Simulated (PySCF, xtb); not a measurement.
BFH₆O₂Si₂, SMILES OB(O)[SiH2][SiH2]F.

GFN2-xTB run with xtb at its own geometry gives an orbital gap of 3.81 eV and a dipole moment of 0.85 D.

Geometry optimised at r2SCAN-D4/def2-SVP. The structure was generated by enumeration, and PubChem lists no compound with its InChIKey, so it may never have been made. Other conformers were not sampled.

Question: What does CAM-B3LYP/def2-TZVP (PySCF) give? (An estimate is asked for; the answer gives what the named calculation found.)

Answer: gap 9.31 eV (levels -9.34 and -0.04 eV), dipole 0.65 D.
